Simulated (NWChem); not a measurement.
A series in which one site is exchanged, each optimised at PBE0/def2-SVP with NWChem, gas phase unless a solvent is named. Low-valent species are run as closed-shell singlets; no triplet was tried in these runs. This build's default masses of Se (78.918 u) and Br (79.917 u) are each other's, which moves their modes by up to 0.6 %.

A: [SiH3][Si]F (Si$_{2}$H$_{3}$F; site = F)
B: [SiH][SiH3] (Si2H4; site = H)
C: [Si]([SiH3])Br (Si₂H₃Br; site = Br)
D: [Si](Cl)[SiH3] (Si2H3Cl; site = Cl)

Values for A:

```
Quantity                                                         Result
---------------------------------------------------------------  ------
dipole (D), PBE0/def2-SVP                                          0.88
vertical ionisation energy, ΔSCF, PBE/def2-SVP (eV)                8.43
static polarisability, PBE/def2-SVPD (bohr³)                       67.7
lowest singlet excitation, PBE/def2-SVPD, TDA (eV)                 2.05
SMD solvation free energy in n-hexane, PBE0/def2-SVP (kcal/mol)    -1.9
```

Problem. How do these values change for the other members?

Solution. 
```tsv
change from A	B	C	D
dipole (D), PBE0/def2-SVP	-0.62	-0.11	-0.08
vertical ionisation energy, ΔSCF, PBE/def2-SVP (eV)	+0.28	-0.13	-0.06
static polarisability, PBE/def2-SVPD (bohr³)	+1.7	+23.0	+14.2
lowest singlet excitation, PBE/def2-SVPD, TDA (eV)	-0.09	-0.26	-0.17
SMD solvation free energy in n-hexane, PBE0/def2-SVP (kcal/mol)	+0.2	-1.3	-0.7
```
